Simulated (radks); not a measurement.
Question: Valence configurations of the erbium ion Er+ (all share [Xe]). All-electron calculation, Dirac Kohn-Sham, PBEsol, spin-unpolarised, spherical densities, finite nucleus; open shells are shared between the two j in proportion to 2j + 1; Fermi nuclear charge, rms radius 5.2516 fm. Program: a radial shooting solver on a logarithmic mesh with Libxc functionals. Order these by energy: 4f11 6s2; 4f12 6p1; 4f11 5d1 6s1; 4f12 5d1; 4f11 6s1 6p1; 4f12 5d0.5 6s0.5; 4f10 6p3; 4f11.5 6s1 6p0.5; 4f12 6s1; 4f13.

Answer: From the lowest, in eV above it: 4f12 6s1 0.000; 4f12 5d0.5 6s0.5 1.215; 4f13 1.790; 4f12 5d1 2.494; 4f11.5 6s1 6p0.5 3.085; 4f12 6p1 3.585; 4f11 6s2 3.991; 4f11 5d1 6s1 5.405; 4f11 6s1 6p1 8.232; 4f10 6p3 30.661. NIST lists [Xe] 4f12 6s1 as the ground configuration; this level of theory agrees among the configurations tried. The energies are those of spherical spin-averaged densities, not of single terms.
